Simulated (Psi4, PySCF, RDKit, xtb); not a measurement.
Conformational energy of C8H8O2, SMILES Cc1cccc(C(=O)O)c1. Scanned: dihedral O8–C7–O9–H17; all other coordinates were relaxed at GFN2-xTB. Points at φ and −φ are mirror images. Heavy atoms are numbered in the order of the SMILES Cc1cccc(C(=O)O)c1, hydrogens after them in the order of the atoms that carry them; the mirror image has the same energies with the sign of each dihedral reversed.

- RKS-B3LYP/6-31G* = PySCF with restricted B3LYP/6-31G*, spherical d, density fitting // GFN2-xTB
- GFN1-xTB // GFN2-xTB (xtb)
- MMFF94 // GFN2-xTB (RDKit)
- PBE-D3(BJ)/def2-SVP // GFN2-xTB (Psi4)

Energies relative to the lowest point of each profile, in kcal/mol; the last columns give the difference from PBE-D3(BJ):

```
φ / °  RKS-B3LYP/6-31G*  GFN1-xTB  MMFF94  PBE-D3(BJ)/def2-SVP  RKS-B3LYP/6-31G* − PBE-D3(BJ)/def2-SVP  GFN1-xTB − PBE-D3(BJ)/def2-SVP  MMFF94 − PBE-D3(BJ)/def2-SVP
-----  ----------------  --------  ------  -------------------  --------------------------------------  ------------------------------  ----------------------------
-160                7.2       8.6    10.9                  6.3                                     0.9                             2.3                           4.6
-140                9.0      10.1    12.1                  8.3                                     0.6                             1.8                           3.8
-120               11.4      11.8    14.0                 11.0                                     0.4                             0.7                           3.0
-100               13.0      12.5    15.2                 12.8                                     0.2                            -0.4                           2.4
-80                12.2      11.2    13.9                 12.1                                     0.1                            -0.9                           1.8
-60                 9.1       8.1    10.1                  8.9                                     0.1                            -0.8                           1.2
-40                 4.9       4.3     5.3                  4.8                                     0.1                            -0.4                           0.6
-20                 1.4       1.2     1.5                  1.3                                     0.0                            -0.1                           0.2
0                   0.0       0.0     0.0                  0.0                                     0.0                             0.0                           0.0
20                  1.4       1.2     1.5                  1.3                                     0.0                            -0.1                           0.2
40                  4.9       4.3     5.3                  4.8                                     0.1                            -0.4                           0.6
60                  9.1       8.1    10.1                  8.9                                     0.1                            -0.8                           1.2
80                 12.2      11.2    13.9                 12.1                                     0.1                            -0.9                           1.8
100                13.0      12.5    15.2                 12.8                                     0.2                            -0.4                           2.4
120                11.4      11.8    14.0                 11.0                                     0.4                             0.7                           3.0
140                 9.0      10.1    12.1                  8.3                                     0.6                             1.8                           3.8
160                 7.2       8.6    10.9                  6.3                                     0.9                             2.3                           4.6
180                 7.1       8.1    11.3                  6.1                                     1.1                             2.0                           5.2
```

RKS-B3LYP/6-31G* is furthest from PBE-D3(BJ)/def2-SVP at 180 (1.1 kcal/mol, above); its mean absolute difference over the points is 0.3 kcal/mol.

GFN1-xTB is furthest from PBE-D3(BJ)/def2-SVP at -160 (2.3 kcal/mol, above); its mean absolute difference over the points is 0.9 kcal/mol.

MMFF94 is furthest from PBE-D3(BJ)/def2-SVP at 180 (5.2 kcal/mol, above); its mean absolute difference over the points is 2.2 kcal/mol.
